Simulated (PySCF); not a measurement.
**Identify the compound**

Molecular formula: C₇H₁₅FSi. Simulated spectra:

1H NMR (400 MHz, computed): δ 3.83 (d, 3H), 2.30 (m, 1H), 1.72 (m, 1H), 1.35 (m, 3H), 1.28 (s, 3H), 1.03 (m, 1H), 0.99 (s, 3H).

13C{1H} NMR (computed): δ 99.1 (C), 45.5 (C), 32.3 (CH2), 26.2 (CH3), 26.1 (CH), 25.2 (CH3), 21.1 (CH3).

- NMR shieldings at PBE0/pcSseg-1/GIAO
- GFN2-xTB structure
- run in PySCF
- relativity neglected, fast rotation and ring inversion assumed for equivalent nuclei, no solvent model, single conformer

Referencing at the same level of theory: 1H, 13C against TMS.

**Question.** Propose a structure and justify it.

**Answer.** 
1. The formula gives 1 degree of unsaturation (1 ring in the answer).
2. 7 carbon signals for 7 carbons: no two carbons are equivalent.
3. Carbon types of the structure: 2 × C, 1 × CH, 1 × CH2, 3 × CH3, leaving 3 H on heteroatoms.
4. δC 99.1: fully substituted sp3 carbon bonded to F; deshielded by the electronegative neighbour.
5. δC 45.5: quaternary sp3 carbon in a ring; saturated and bonded to C and H only.
6. δC 32.3: sp3 CH2 in a ring; saturated and bonded to C and H only.
7. δC 26.2, 25.2, 21.1: methyl carbon; aliphatic region, no heteroatom directly attached.
8. δC 26.1: sp3 CH bonded to Si.
9. δH 3.83: hydrogen on a silicon bonded to C.
10. δH 1.72, 1.03: hydrogen on an sp3 CH2 in a ring.

These data were computed for SMILES CC1(C)C[C@@H]([SiH3])[C@]1(C)F.

The data come from this structure; uniqueness wasn't tested.

Splittings by 19F in the carbon and heteronuclear signals aren't shown, as no couplings were computed. Shifts are as computed. Against solution values, carbons near 30 ppm lie about +3 ppm off and those near 130 ppm about +5 ppm. Of 1211 compounds with measured shifts, 218 miss one by over three times the rms of a fit or turn the order of signals round; such compounds aren't used in these exercises. No couplings were computed; multiplicities are counted from neighbouring protons, with m where these are inequivalent, close in shift, in a saturated or five-membered ring or joined by F or P, and br s for small geminal =CH2 splittings.
